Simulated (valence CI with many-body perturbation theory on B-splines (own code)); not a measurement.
**Level structure of Ce⁴⁴⁺**

Method: configuration interaction combined with many-body perturbation theory (CI+MBPT): four valence electrons over a frozen Dirac-Fock core [Ne], radial functions for each j: 11 s, 11 p, 9 d, 7 f, 5 g, 2 h, 1 i, with the one-electron correlation potential Σ1 (screened to all orders), the two-electron term Σ2, the three-electron term Σ3, Breit, model QED; selected single and double excitations, second order for the rest (own B-spline code, finite nucleus).

The last digits are not significant, and no measured levels were compared; by estimate large intervals hold to a few tenths of a per cent, small ones and those within an open d or f shell to about a per cent.

Levels 1 to 45 of 64, with energies above the lowest level, (3s^2 3p1/2^2) J=0. "Leading %" is the weight of the configuration and term that name the level; weights of strongly mixed levels are sums over their largest components and can fall short. In the jj column 3d3/2^4 stands for four electrons in 3d with j = 3/2. Lifetimes count E1, E2, E3, M1 and M2 decay at the calculated energies, and are blank where another channel may lead or the interval is too uncertain; long ones can be off by a factor of two.

```tsv
No.	Configuration	Term	J	E (Ry)	Leading %	Lifetime	g	Leading jj
1	3s²3p²	³P	0	0.000	71			3s^2 3p1/2^2 (99 %)
2	3s²3p²	³P	1	7.745	99	127 ns	1.494	3s^2 3p1/2 3p3/2 (99 %)
3	3s²3p²	¹D	2	8.260	61	21.8 μs	1.182	3s^2 3p1/2 3p3/2 (99 %)
4	3s3p³	³P°	2	16.140	42	86.5 ps	1.588	3s 3p1/2^2 3p3/2 (94 %)
5	3s²3p²	³P	2	16.378	61	72.3 ns	1.303	3s^2 3p3/2^2 (98 %)
6	3s²3p²	¹S	0	17.496	70	53.5 ns		3s^2 3p3/2^2 (98 %)
7	3s3p³	³D°	1	17.725	38	6.42 ps	0.995	3s 3p1/2^2 3p3/2 (83 %)
8	3s²3p3d	³F°	2	19.606	73	330 ps	0.763	3s^2 3p1/2 3d3/2 (98 %)
9	3s²3p3d	³D°	1	21.797	48	1.15 ps	0.886	3s^2 3p1/2 3d3/2 (84 %)
10	3s²3p3d	³P°	2	22.058	29	24.9 ps	1.388	3s^2 3p1/2 3d5/2 (70 %)
11	3s²3p3d	³F°	3	22.313	50	24.2 ps	1.143	3s^2 3p1/2 3d5/2 (87 %)
12	3s3p³	³D°	2	24.111	45	4.84 ps	1.390	3s 3p1/2 3p3/2^2 (68 %)
13	3s3p³	³D°	3	24.722	83	10.5 ps	1.284	3s 3p1/2 3p3/2^2 (83 %)
14	3s3p³	³P°	0	25.292	89	8.19 ps		3s 3p1/2 3p3/2^2 (89 %)
15	3s3p³	³P°	1	25.967	41	4.77 ps	1.260	3s 3p1/2 3p3/2^2 (83 %)
16	3s3p³	¹D°	2	26.165	56	3.17 ps	1.100	3s 3p1/2 3p3/2^2 (71 %)
17	3s3p³	³S°	1	26.721	37	1.58 ps	1.375	3s 3p1/2 3p3/2^2 (93 %)
18	3s3p²3d	⁵F	1	28.184	49	41.1 ps	0.386	3s 3p1/2^2 3d3/2 (95 %)
19	3s3p²3d	³D	2	28.524	27	42.5 ps	1.170	3s 3p1/2^2 3d3/2 (90 %)
20	3s²3p3d	³F°	3	29.428	35	1.95 ps	1.127	3s^2 3p3/2 3d3/2 (86 %)
21	3s²3p3d	³D°	2	29.444	42	1.12 ps	1.059	3s^2 3p3/2 3d3/2 (75 %)
22	3s²3p3d	³P°	1	29.497	49	1.39 ps	1.139	3s^2 3p3/2 3d3/2 (84 %)
23	3s²3p3d	³P°	0	29.593	88	1.60 ps		3s^2 3p3/2 3d3/2 (88 %)
24	3s²3p3d	³F°	4	29.940	99	154 ns	1.243	3s^2 3p3/2 3d5/2 (99 %)
25	3s²3p3d	³P°	2	30.127	41	43.9 ps	1.286	3s^2 3p3/2 3d5/2 (85 %)
26	3s3p²3d	³D	3	30.719	26	12.7 ps	1.370	3s 3p1/2^2 3d5/2 (92 %)
27	3s3p²3d	³F	2	31.424	26	11.9 ps	1.042	3s 3p1/2^2 3d5/2 (83 %)
28	3s²3p3d	³D°	3	31.900	48	3.31 ps	1.165	3s^2 3p3/2 3d5/2 (89 %)
29	3s²3p3d	¹P°	1	32.283	63	4.95 ps	1.106	3s^2 3p3/2 3d5/2 (91 %)
30	3s3p³	³P°	2	34.209	44	2.04 ps	1.368	3s 3p3/2^3 (84 %)
31	3p⁴	³P	2	34.448	29	6.79 ps	1.159	3s 3p1/2 3p3/2 3d3/2 (46 %)
32	3s3p²3d	⁵D	0	34.906	64	27.0 ps		3s 3p1/2 3p3/2 3d3/2 (83 %)
33	3s3p²3d	⁵D	1	35.086	56	58.0 ps	1.194	3s 3p1/2 3p3/2 3d3/2 (97 %)
34	3s3p²3d	⁵F	3	35.332	47	47.4 ps	1.167	3s 3p1/2 3p3/2 3d3/2 (91 %)
35	3s3p²3d	⁵F	2	35.376	31	5.00 ps	1.181	3s 3p1/2 3p3/2 3d3/2 (61 %)
36	3p⁴	¹S	0	35.689	36	3.97 ps		3p1/2^2 3p3/2^2 (60 %)
37	3s3p³	¹P°	1	35.786	42	1.10 ps	1.188	3s 3p3/2^3 (91 %)
38	3s3p²3d	⁵F	4	36.118	37	121 ps	1.212	3s 3p1/2 3p3/2 3d3/2 (82 %)
39	3s3p²3d	⁵D	4	36.802	51	596 ps	1.395	3s 3p1/2 3p3/2 3d5/2 (96 %)
40	3s3p²3d	³F	2	36.920	65	4.19 ps	0.896	3s 3p1/2 3p3/2 3d3/2 (75 %)
41	3s3p²3d	⁵P	3	37.107	39	2.46 ps	1.395	3s 3p1/2 3p3/2 3d3/2 (66 %)
42	3s3p²3d	⁵P	2	37.457	36	1.74 ps	1.495	3s 3p1/2 3p3/2 3d3/2 (81 %)
43	3s3p²3d	⁵P	1	37.502	40	1.88 ps	1.852	3s 3p1/2 3p3/2 3d3/2 (92 %)
44	3s3p²3d	³G	3	37.860	53	2.71 ps	0.894	3s 3p1/2 3p3/2 3d3/2 (96 %)
45	3s3p²3d	¹P	1	37.889	27	2.24 ps	1.009	3s 3p1/2 3p3/2 3d3/2 (62 %)
```

The ionisation energy to 3s²3p ²P°1/2 of the next ion comes out as 3572.6 eV (NIST: 3570 ± 4 eV (theoretical)). All 64 levels together are meant to be complete up to 42.623 Ry.
